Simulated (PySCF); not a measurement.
AsBFH₅.
Structure used (PBE0-D3(BJ)/def2-SVP), in Å, numbered top down from 1:
```
atom  x, y, z in Å
F1     1.895    0.240   -1.056
B2     1.312   -0.053    0.140
As3   -0.917    0.049   -0.149
H4     1.341   -1.220    0.500
H5     1.364    0.809    1.005
H6    -1.641    1.319   -0.540
H7    -1.678   -0.899   -1.051
H8    -1.670   -0.234    1.128
```

Method used: core-valence-separated Tamm–Dancoff BHandHLYP/aug-pcX-1 (pcseg-1 on H, def2-SVPD on As) in PySCF, non-relativistic, gas phase, PBE0-D3(BJ)/def2-SVP geometry. No shift to experiment was applied.

The lowest roots of each edge with f over 0.003 (five at most, numbered afresh; weaker and dark ones are left out), with transition dipoles (au) in the frame of the coordinates:

```json
{"root": "1", "edge": "F", "E (eV)": "685.07", "μx": "0.0228", "μy": "-0.0003", "μz": "0.0004"}
{"root": "2", "edge": "F", "E (eV)": "686.15", "μx": "0.0116", "μy": "0.0030", "μz": "-0.0119"}
{"root": "3", "edge": "B", "E (eV)": "188.83", "μx": "-0.1282", "μy": "0.0083", "μz": "-0.0278"}
{"root": "4", "edge": "B", "E (eV)": "190.97", "μx": "-0.0111", "μy": "0.0093", "μz": "-0.0410"}
{"root": "5", "edge": "B", "E (eV)": "191.37", "μx": "-0.0004", "μy": "-0.0349", "μz": "-0.0073"}
{"root": "6", "edge": "B", "E (eV)": "192.22", "μx": "-0.0059", "μy": "0.0171", "μz": "-0.0390"}
{"root": "7", "edge": "B", "E (eV)": "192.26", "μx": "0.0017", "μy": "0.0510", "μz": "0.0179"}
```

Task: What are the oscillator strengths?

Result: f = (2/3) ΔE |μ|², with ΔE in hartree (27.2114 eV):

```json
{"root": "1", "ΔE (Eh)": "25.1760", "|μ|² (au)": "0.000520", "f": "0.009", "core hole on": "F1"}
{"root": "2", "ΔE (Eh)": "25.2157", "|μ|² (au)": "0.000285", "f": "0.005", "core hole on": "F1"}
{"root": "3", "ΔE (Eh)": "6.9394", "|μ|² (au)": "0.017277", "f": "0.080", "core hole on": "B2"}
{"root": "4", "ΔE (Eh)": "7.0182", "|μ|² (au)": "0.001891", "f": "0.009", "core hole on": "B2"}
{"root": "5", "ΔE (Eh)": "7.0327", "|μ|² (au)": "0.001271", "f": "0.006", "core hole on": "B2"}
{"root": "6", "ΔE (Eh)": "7.0638", "|μ|² (au)": "0.001848", "f": "0.009", "core hole on": "B2"}
{"root": "7", "ΔE (Eh)": "7.0655", "|μ|² (au)": "0.002924", "f": "0.014", "core hole on": "B2"}
```

Task: Molecules are fixed in this frame and the field points along x. What effective strengths 3 f cos²θ do the roots have (θ between field and μ)?

Result: root 1 (F1): 0.026, root 2 (F1): 0.007, root 3 (B2): 0.228, root 4 (B2): 0.002, root 5 (B2): 0.000, root 6 (B2): 0.000, root 7 (B2): 0.000. Root 3 is the strongest. Averaged over all orientations cos²θ is 1/3, which gives f back.

 The BHandHLYP/aug-pcX-1 (pcseg-1 on H, def2-SVPD on As) calculation is non-relativistic and has no spin–orbit coupling, an omission that weighs most on arsenic.

Hardware: Arm Neoverse N1, one thread, no GPU, shared host. Cost: 8.1 s of wall time.
